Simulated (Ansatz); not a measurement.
A nudged elastic band was laid between two geometries of CH₅AlClFO (10 atoms, charge 0, multiplicity 1).

Theory: Ansatz, RKS PBE-D4/def2-SVP.

```
movable images  : 3
climbing image  : no
spring          : 5.0 eV/Å²
optimiser       : quadratic models (default)
start path      : through a guess of the saddle point
force threshold : 0.03 eV/Å
iteration limit : 60
end points      : relaxed
```

Initial state:

```xyz
10
Properties=species:S:1:pos:R:3
Al -0.257 -0.130 -0.368
F 0.524 0.571 -1.770
C 0.844 -0.836 1.062
O -1.871 -0.656 -0.606
H 0.267 1.972 -1.063
Cl -0.306 2.472 0.061
H 0.233 -1.030 1.967
H 1.310 -1.797 0.761
H 1.659 -0.138 1.339
H -2.405 -0.428 -1.383
```

Final state:

```xyz
10
Properties=species:S:1:pos:R:3
Al -0.385 0.082 -0.132
F 0.724 0.813 -1.659
C 0.839 -0.813 1.076
O -1.714 -0.749 -0.828
H 0.434 1.711 -1.321
Cl -0.682 2.289 0.133
H 0.389 -0.892 2.087
H 1.055 -1.845 0.728
H 1.803 -0.275 1.181
H -2.463 -0.321 -1.267
```

Question: Which bonds break or form, and what moves?

Answer: Bonds broken: H5–Cl6. Bonds formed: F2–H5.

Question: What energy profile does the band end with?

Answer: It converged. The highest image is number 1 of 0 to 4, 0.4 kcal/mol above the first end and 2.1 kcal/mol above the last; the last end lies 1.7 kcal/mol below the first. No image climbed, so the highest image needn't sit at the top of the path. So few images can step over the top or miss a turn of the path. The orbitals stay closed-shell, which can raise the energy where a bond breaks towards radicals; this wasn't checked here.

```
image  path coordinate (Å)  energy (kcal/mol)  H5–Cl6 (Å)  F2–H5 (Å)
    0                 0.00                0.0        1.36       1.59
    1                 0.32                0.4        1.48       1.30
    2                 0.64               -1.0        1.75       1.05
    3                 0.96               -1.7        1.92       1.00
    4                 1.28               -1.7        1.92       1.00
```

Question: What is the geometry of the highest image?

Answer: 
```xyz
10
Properties=species:S:1:pos:R:3
Al -0.290 -0.029 -0.277
F 0.566 0.662 -1.729
C 0.845 -0.824 1.076
O -1.838 -0.661 -0.644
H 0.287 1.793 -1.155
Cl -0.368 2.404 0.016
H 0.254 -1.085 1.978
H 1.308 -1.760 0.700
H 1.661 -0.142 1.387
H -2.425 -0.358 -1.352
```

The band took 15 iterations and about 2.3 core-minutes.

The run took 72 s on 2 threads of Arm Neoverse V2, on a shared host, peak memory 0.14 GiB.
